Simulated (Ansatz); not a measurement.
Frontier orbitals of `C[Se][B](N)[GaH2]`.

Z-matrix (Å, degrees):
```
C
Se 1 1.950
H 1 1.089 2 106.3
H 1 1.087 2 110.5 3 118.8
H 1 1.087 2 110.5 3 -118.8
B 2 1.950 1 102.0 3 179.9
Ga 6 2.102 2 125.6 1 -0.0
N 6 1.398 2 117.4 1 180.0
H 7 1.576 6 126.7 2 0.0
H 7 1.587 6 117.9 2 -180.0
H 8 1.009 6 124.5 2 -0.0
H 8 1.006 6 122.2 2 180.0
```

The species carries charge 0 and has multiplicity 1. Correlated methods include outer-core shells of Ga, Se, which these sets cover unevenly. Scalar relativity is left out up to krypton. The geometry is a stationary point of PBE0-D4/def2-TZVP. It is one conformer, not always the lowest. Basis def2-TZVPP, Ansatz 0.2.0.

| functional | HOMO (eV) | LUMO (eV) |
| --- | --- | --- |
| ωB97M-V | -8.55 | -0.29 |

(1) Give HOMO and LUMO (eV) with LDA (SPW92), PBE, revPBE, BLYP, r2SCAN, B97M-V, PBE0, B3LYP, r2SCANh, r2SCAN0, HSE06 (plane-wave form), BHLYP, CAM-B3LYP, LC-ωPBE, ωB97X-V, HF. (Estimate.)

## Answers

(1) Ansatz gave: 
```tsv
functional	HOMO	LUMO
LDA (SPW92)	-5.51	-3.03
PBE	-5.36	-2.77
revPBE	-5.31	-2.65
BLYP	-5.20	-2.68
r2SCAN	-5.60	-2.61
B97M-V	-5.67	-2.76
PBE0	-6.43	-2.01
B3LYP	-6.22	-2.25
r2SCANh	-6.00	-2.34
r2SCAN0	-6.60	-1.93
HSE06 (plane-wave form)	-6.04	-2.38
BHLYP	-7.38	-1.26
CAM-B3LYP	-7.68	-1.10
LC-ωPBE	-8.99	0.04
ωB97X-V	-8.66	-0.10
HF	-8.87	0.78
```

B3LYP here is the variant with VWN-RPA as its local correlation; programs differ in this. LC-ωPBE has ω = 0.4 bohr⁻¹.
